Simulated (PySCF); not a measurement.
SMILES C#CCCc1cccs1, singlet, GFN2-xTB optimised geometry.

```
17

C     -0.24    -2.42    -3.22
C     -1.12    -2.22    -2.44
C     -2.15    -1.97    -1.45
C     -1.54    -1.80    -0.05
C     -0.62    -0.63     0.00
C      0.74    -0.63     0.00
C      1.30     0.67     0.00
C      0.36     1.64    -0.01
S     -1.24     0.99    -0.01
H      0.52    -2.59    -3.92
H     -2.69    -1.06    -1.73
H     -2.85    -2.80    -1.45
H     -2.36    -1.66     0.67
H     -0.99    -2.70     0.22
H      1.33    -1.53     0.00
H      2.36     0.86     0.00
H      0.49     2.70    -0.01
```

Density from PySCF with CAM-B3LYP/def2-SVP at that geometry.

Minimum of the electron density along straight lines between bonded atoms, close to the bond critical point (lines longer than 1.1 times the sum of covalent radii, or with two minima, are not listed):

| bond | length / Å | ρ at the minimum / e bohr⁻³ | ∇²ρ there / e bohr⁻⁵ | position (fraction from the first atom) |
|---|---|---|---|---|
| C1–C2 | 1.196 | (withheld) | -1.05 | 0.48 |
| C2–C3 | 1.448 | 0.274 | (withheld) | 0.53 |
| C3–C4 | 1.540 | 0.238 | -0.54 | 0.51 |
| C4–C5 | 1.489 | 0.261 | -0.63 | 0.49 |
| C5–C6 | 1.359 | 0.326 | -0.83 | 0.51 |
| C6–C7 | 1.414 | 0.297 | -0.75 | 0.50 |
| C7–C8 | 1.355 | 0.327 | -0.84 | 0.49 |
| C5–S9 | 1.736 | 0.212 | (withheld) | 0.47 |
| C8–S9 | 1.720 | 0.217 | -0.48 | 0.47 |
| C1–H10 | 1.049 | 0.294 | -1.23 | 0.66 |
| C3–H11 | 1.094 | 0.276 | -1.03 | 0.64 |
| C3–H12 | 1.094 | 0.276 | -1.03 | 0.63 |
| C4–H13 | 1.093 | 0.277 | -1.03 | 0.63 |
| C4–H14 | 1.092 | 0.278 | -1.04 | 0.63 |
| C6–H15 | 1.076 | 0.284 | -1.10 | 0.64 |
| C7–H16 | 1.075 | 0.284 | -1.10 | 0.64 |
| C8–H17 | 1.072 | 0.286 | -1.13 | 0.65 |

Task: Complete the blanks.

Result: 
- C1–C2, ρ at the minimum / e bohr⁻³: 0.402
- C2–C3, ∇²ρ there / e bohr⁻⁵: -0.69
- C5–S9, ∇²ρ there / e bohr⁻⁵: -0.45
